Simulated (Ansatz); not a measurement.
Cost and result for the atomization energy of H6NSbSi, SMILES `[SiH3][NH][SbH2]` (9 atoms, 8 bonds).

```xyz
9

Si    0.530    1.027   -0.395
N    -0.823    0.270    0.347
Sb   -1.018   -1.711    0.736
H     1.773    0.977    0.429
H     0.203    2.456   -0.653
H     0.825    0.331   -1.676
H    -1.435    0.839    0.911
H     0.622   -1.990    1.171
H    -0.676   -2.199   -0.870
```

Total charge 0; spin multiplicity 1. Correlated methods include outer-core shells of Sb, which these sets cover unevenly. Sb: def2 effective core potential. Geometry: relaxed with PBE0-D4/def2-TZVP. Program: Ansatz. All runs use 2 threads of an Arm Neoverse V1 on a shared host. Times are those of one run each, without the atoms' runs, and a repeat can differ threefold. Electronic energies, without spin–orbit coupling; frozen cores. CCSD(T)/CBS adds CCSD(T) − MP2 in def2-TZVPP to the MP2 limit, and its time is that of the two runs behind it. T1 = 0.013. With those shells the extrapolation isn't a true limit.

CCSD(T)/CBS is a level of theory with its own doubt, some kJ/mol a heavy atom from the limit and from the frozen cores, so smaller differences don't rank the functionals.

| level | functions | wall time |
| --- | --- | --- |
| revPBE-D4/def2-TZVPP | 207 | 2.8 s |
| BLYP-D4/def2-TZVPP | 207 | 3 s |
| PBE0-D4/def2-TZVPP | 207 | 4.1 s |
| CAM-B3LYP-D4/def2-TZVPP | 207 | 4.6 s |
| CCSD(T)/def2-SVP | 88 | 5.5 s |
| r2SCAN-D4/def2-TZVPP (with forces) | 207 | 7.5 s |
| B2PLYP/def2-TZVPP | 207 | 8 s |
| PBE-QIDH/def2-TZVPP | 207 | 8.5 s |
| ωB97X-V/def2-TZVPP | 207 | 12 s |
| B97M-V/def2-TZVPP | 207 | 15 s |
| MP2/def2-QZVPP | 389 | 23 s |
| CCSD(T)/def2-TZVPP | 207 | 2.4 min |
| CCSD(T)/CBS(def2) | – | 2.8 min |

Q: What atomization energy does each give, and how far from CCSD(T)/CBS? (Estimate.)

A: The calculation gave: 
```tsv
level	atomization (kcal/mol)	difference from CCSD(T)/CBS	per bond
revPBE-D4/def2-TZVPP	586.8	-14.6	-1.8
BLYP-D4/def2-TZVPP	603.2	1.8	0.2
PBE0-D4/def2-TZVPP	588.9	-12.5	-1.6
CAM-B3LYP-D4/def2-TZVPP	605.1	3.7	0.5
CCSD(T)/def2-SVP	540.8	-60.6	-7.6
r2SCAN-D4/def2-TZVPP (with forces)	592.7	-8.7	-1.1
B2PLYP/def2-TZVPP	590.9	-10.5	-1.3
PBE-QIDH/def2-TZVPP	582.7	-18.7	-2.3
ωB97X-V/def2-TZVPP	607.8	6.4	0.8
B97M-V/def2-TZVPP	605.6	4.2	0.5
MP2/def2-QZVPP	584.9	-16.5	-2.1
CCSD(T)/def2-TZVPP	580.6	-20.8	-2.6
CCSD(T)/CBS(def2)	601.4	0.0	0.0
```

The D4 term adds +7.9 kcal/mol with B3LYP and +4.1 kcal/mol with PBE0; it sums over pairs of atoms, weighted by their polarisabilities, and B3LYP, whose exchange is more repulsive, gets the larger term. In def2-TZVPP, CCSD(T) changes the Hartree–Fock value by +174.0 kcal/mol (the triples alone add +8.3 kcal/mol) and MP2 by +165.6 kcal/mol; breaking electron pairs costs correlation energy, which Hartree–Fock lacks. From r2SCAN to r2SCAN0 (25 % exact exchange), in def2-TZVPP and without D4, the atomization energy moves by −9.0 kcal/mol: exact exchange takes away binding that semilocal exchange gives to molecules.

B3LYP here is the variant with VWN-RPA as its local correlation; programs differ in this.
